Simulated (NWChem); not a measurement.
Species: CH3FMg; SMILES [CH3][Mg][F]

```xyz
6

Mg    -0.0770     0.2809     0.0014
F      0.2007     2.0247    -0.0011
C     -0.4036    -1.7715     0.0043
H      0.0622    -2.2590    -0.8686
H     -1.4794    -2.0131    -0.0233
H      0.0147    -2.2493     0.9061
```
Atoms are numbered in this order, from 1.

Results from NWChem. Geometry: optimised at PBE0/def2-SVP. B3LYP is NWChem's, with the RPA form of VWN correlation. Static field.

| level | isotropic polarisability (bohr³) | anisotropy (bohr³) |
|---|---|---|
| PBE/def2-SVPD | 40.3 | 14.5 |
| B3LYP/def2-SVPD | 37.9 | 13.4 |
| Hartree-Fock/def2-SVPD | 32.2 | 8.3 |
| LDA (Slater exchange, VWN5)/def2-SVPD | 40.6 | 14.8 |
